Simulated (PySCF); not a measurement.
**How methods differ on the interval between two levels of Ti⁺**

Ti⁺ [Ar] 3d2 4s1 [4F9/2, M_J = 9/2] → Ti⁺ [Ar] 3d2 4p1 [4G11/2, M_J = 11/2], as a difference of total energies. Calculation: PySCF 2.14, in x2c-TZVPall-2c with one added diffuse shell each of s, p, d type (7s8p5d1f, 63 functions); the two-component X2C-1e Hamiltonian. Correlated levels: [Ne] frozen; the 6 highest virtual spinors dropped. "Screened" scales the spin-orbit matrix elements by Boettger's factors to mimic the two-electron term; Breit and QED terms are absent.

```csv
method,interval between two levels (cm⁻¹),error (cm⁻¹)
GHF (spin-free),27924,-1924
GMP2 (spin-free),29670,-178
GHF (screened spin-orbit),28043,-1804
GMP2 (screened spin-orbit),29805,-43
```

Reference: 29847 cm⁻¹ (measured; NIST Handbook of Basic Atomic Spectroscopic Data (Sansonetti and Martin, J. Phys. Chem. Ref. Data 34, 1559 (2005))).

Errors of the correlated levels include the incompleteness of this basis and the frozen core.

The labels give the starting determinants; with spin-orbit coupling the two ends relaxed to ⟨J²⟩ = 24.75, ⟨L²⟩ = 12.00, ⟨S²⟩ = 3.75 and ⟨J²⟩ = 35.76, ⟨L²⟩ = 20.01, ⟨S²⟩ = 3.75.
